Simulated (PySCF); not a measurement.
# Computed properties of Cd(OH)(SH) (CdH2OS), SMILES [OH][Cd][SH]

Cd(OH)(SH) (CdH2OS), SMILES [OH][Cd][SH]. Coordinates come from a r2SCAN-D4/def2-TZVP optimisation. The def2 effective core potentials stand for the cores of Cd; spin–orbit coupling is left out. Other conformers were not sampled. All values are computed for the isolated molecule unless a solvent is named; none is compared with measurement here.

**Structure.** All 9 harmonic modes at r2SCAN-D4/def2-TZVP (PySCF) are real, so it is a minimum. With heavy atoms numbered as in [Cd:1]([OH:2])[SH:4], the shortest bond between them is Cd1–O2 at 1.970 Å and the longest Cd1–S4 at 2.316 Å.

**Vibrations.** The strongest infrared lines (harmonic, unscaled, degenerate partners summed) lie at 593 cm⁻¹ (80 km/mol, O 80 %, Cd 17 %), 783 cm⁻¹ (52 km/mol, H 93 %), 141 cm⁻¹ (47 km/mol, H 94 %). The softest mode is at 110 cm⁻¹ and the zero-point energy is 13.2 kcal/mol.

**Electronic structure.** PBE0/def2-TZVPD (PySCF) places the frontier levels at -7.43 and -1.53 eV, a gap of 5.90 eV, and gives a dipole moment of 1.43 D and a mean polarisability of 58.2 bohr³.

**Excitations.** TDA-PBE0/def2-SVPD (PySCF) has S1 at 4.60 eV (269 nm, f = 0.026, weak); the most intense of the 10 singlets computed lies at 7.17 eV (f = 0.48). T1 (TDA) is at 4.21 eV, 0.39 eV under S1. No vertical singlet excitation falls in the visible range (under 3.1 eV).
